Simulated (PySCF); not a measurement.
## Frontier orbitals and the lowest excitations

TiIMe3, C₃H₉ITi (singlet state).
Geometry (PBE0-D3(BJ)/def2-SVP, Å), atoms numbered from 1 in this order:
```xyz
14
C3H9ITi angstrom
Ti     0.002    0.002    0.572
I      0.016    0.021    3.161
C      1.881   -0.017   -0.209
H      2.444    0.853    0.172
H      1.815    0.036   -1.310
H      2.396   -0.946    0.090
C     -0.938    1.629   -0.210
H     -1.992    1.634    0.117
H     -0.891    1.585   -1.312
H     -0.440    2.547    0.148
C     -0.949   -1.628   -0.191
H     -2.007   -1.612    0.122
H     -0.469   -2.547    0.185
H     -0.887   -1.600   -1.293
```

Level of theory: TDDFT CAM-B3LYP/def2-SVPD, vertical, gas phase, core orbitals frozen in the response, def2 core potentials past Kr (PySCF). Spin–orbit coupling is left out.

Kohn–Sham orbitals with the atoms that hold most of them (Löwdin shares over 4%, at most four atoms):

```json
{"orbital": "HOMO-3", "ε (eV)": "-9.66", "atoms": "Ti1 39%, C7 27%, C3 16%"}
{"orbital": "HOMO-2", "ε (eV)": "-9.44", "atoms": "Ti1 24%, I2 24%, C11 13%, C7 13%"}
{"orbital": "HOMO-1", "ε (eV)": "-8.79", "atoms": "I2 88%, Ti1 6%"}
{"orbital": "HOMO", "ε (eV)": "-8.79", "atoms": "I2 88%, Ti1 6%"}
{"orbital": "LUMO", "ε (eV)": "-1.03", "atoms": "Ti1 81%, I2 7%"}
{"orbital": "LUMO+1", "ε (eV)": "-1.03", "atoms": "Ti1 81%, I2 7%"}
{"orbital": "LUMO+2", "ε (eV)": "-0.65", "atoms": "Ti1 70%, I2 12%"}
```

Within 0.005 eV of a neighbour in this list lie HOMO-1/HOMO and LUMO/LUMO+1.

Q: How does S1 compare with the orbital gap of 7.75 eV?

A: S1 is at 3.55 eV (f = 0.0000), 4.20 eV below the gap, made of HOMO-3→LUMO/LUMO+1 (≥47%), HOMO-4→LUMO/LUMO+1 (≥42%). Its leading pair isn't HOMO and LUMO; the energies of that pair differ by 8.63 eV. 

For S1 the Löwdin share of titanium is 39% in HOMO-3 and 81% in LUMO.

Next come S2 at 3.65 eV (f 0.0001), HOMO-4→LUMO/LUMO+1 (≥40%), HOMO-3→LUMO/LUMO+1 (≥38%); S3 at 3.65 eV (f 0.0001), HOMO-4→LUMO/LUMO+1 (≥42%), HOMO-3→LUMO/LUMO+1 (≥37%); S4 at 3.86 eV (f 0.0000), HOMO-3→LUMO/LUMO+1 (≥46%), HOMO-4→LUMO/LUMO+1 (≥43%); S5 at 4.05 eV (f 0.0000), HOMO-2→LUMO/LUMO+1 (≥87%).

Orbitals of the list HOMO-3 to LUMO+2 that lie within 0.01 eV of each other are written together with a slash and their weights summed (≥ marks a lower bound); for degenerate orbitals outside that list single weights are arbitrary.

Löwdin shares depend on the basis, the more so with diffuse functions.
